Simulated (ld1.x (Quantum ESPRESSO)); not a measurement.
Which change was made? (Re, TM)

```json
{
  "Element": "rhenium (Re)",
  "Generator": "ld1.x (Quantum ESPRESSO) 7.5",
  "Type": "norm-conserving Troullier–Martins (Kleinman–Bylander form)",
  "Functional": "LDA (PZ)",
  "Relativity": "scalar-relativistic",
  "Frozen core": "[Xe] 4f14",
  "Valence charge": "7",
  "Reference configuration": "5d5 6s2 6p0",
  "Partial waves": "6p (bound, empty): rc 2.50 bohr; 5d (bound): rc 1.75 bohr; 6s (bound): rc 2.80 bohr",
  "Local potential": "the s channel",
  "Core correction": "Bessel-smoothed model core, default radius (core density twice the valence density)"
}
```

Cutoffs, loose and tight: the cutoffs (Ry, on a coarse ladder) from which the occupation-weighted sum of valence levels, in a spherical-Bessel basis at the reference potential, stays within 10 and 1 mRy of its value at 400 Ry. They do not see the model core or the augmentation charge, which bear on the density cutoff. Test errors are all-electron minus pseudo excitation energies from the reference, over the configurations 5d5 6s1 6p0; 5d5 6s0 6p0; 5d4 6s0 6p0; 5d4 6s2 6p1; 5d6 6s1 6p0; 5d5 6s1 6p1; 5d5 6s1.5 6p0 (two spin-polarised tests are not counted in the largest error); variants that change the core or the reference have their own tests.

The base gives: outcome: generated; cutoff, loose: 35 Ry; cutoff, tight: 40 Ry; bound ghosts: none; largest test error (meV): -176.

On the changes marked as counting shells twice: ld1.x takes every shell without a wave as core, so the model core holds the marked electrons as well and exchange and correlation see them twice. This cancels in the reference configuration, but the file is broken for other ones, and its errors say nothing about a proper core correction.

Q: After one change the result is: outcome: generated; cutoff, loose: 35 Ry; cutoff, tight: 40 Ry; bound ghosts: none; largest test error (meV): -875. Which change was it?
A. wave 5d (bound): rc 1.75 bohr becomes 5d (bound): rc 2.62 bohr
B. reference 5d5.5 6s1.5 6p0
C. core [Kr] 4d10 4f14 5s2, valence charge 13; reference 5p6 5d5 6s1 6p1; waves now 6s (bound): rc 2.40 bohr; 5p (bound): rc 1.15 bohr; 5d (bound): rc 2.30 bohr; local potential all-electron potential smoothed inside 2.10 bohr (lloc = -1); core correction Bessel-smoothed model core inside 0.75 bohr (6p counted twice)
D. all radii but the core radius scaled by about 0.90 (s 2.54, p 2.26, d 1.58 bohr)

A: B. The others give: all radii but the core radius scaled by about 0.90 (s 2.54, p 2.26, d 1.58 bohr) → outcome: generated; cutoff, loose: 35 Ry; cutoff, tight: 55 Ry; bound ghosts: p; largest test error (meV): -165 | wave 5d (bound): rc 1.75 bohr becomes 5d (bound): rc 2.62 bohr → outcome: generated; cutoff, loose: 30 Ry; cutoff, tight: 35 Ry; bound ghosts: none; largest test error (meV): -178 | core [Kr] 4d10 4f14 5s2, valence charge 13; reference 5p6 5d5 6s1 6p1; waves now 6s (bound): rc 2.40 bohr; 5p (bound): rc 1.15 bohr; 5d (bound): rc 2.30 bohr; local potential all-electron potential smoothed inside 2.10 bohr (lloc = -1); core correction Bessel-smoothed model core inside 0.75 bohr (6p counted twice) → outcome: generated; cutoff, loose: 110 Ry; cutoff, tight: 160 Ry; bound ghosts: s; largest test error (meV): -687.
